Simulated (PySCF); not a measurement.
Molecule: TMS-CHF2 (C[Si](C)(C)C(F)F, C₄H₁₀F₂Si).

Mapped SMILES: `[CH3:1][Si:2]([CH3:3])([CH3:4])[CH:5]([F:6])[F:7]`. Each H is labelled by its parent atom.

Geometry PBE0-D3(BJ)/def2-SVP throughout; GIAO in PySCF 2.14, gas phase, one conformer, non-relativistic; equivalent atoms averaged; functional PBE0.

For orientation, pcSseg-1 gives these shifts δ (against TMS, CFCl3 at the same level): C5 125.5, C1/C3/C4 -5.4, Si2 -1.5, F6/F7 -158.6, H(C5) 5.82, H(C1)/H(C3)/H(C4) 0.12 ppm.

A run gave: C5 120.2, C1/C3/C4 -5.4, Si2 -0.8, F6/F7 -146.8, H(C5) 5.98, H(C1)/H(C3)/H(C4) 0.12 ppm (shifts δ (against TMS, CFCl3 at the same level)).

Question: Which basis set was used in that run?
A. pcSseg-0
B. def2-TZVP
C. aug-cc-pVDZ
D. 6-311+G(2d,p)

Answer: C. C5 tells them apart best: aug-cc-pVDZ gives 120.2, 6-311+G(2d,p) gives 123.6, pcSseg-0 gives 131.6, def2-TZVP gives 125.8 ppm.
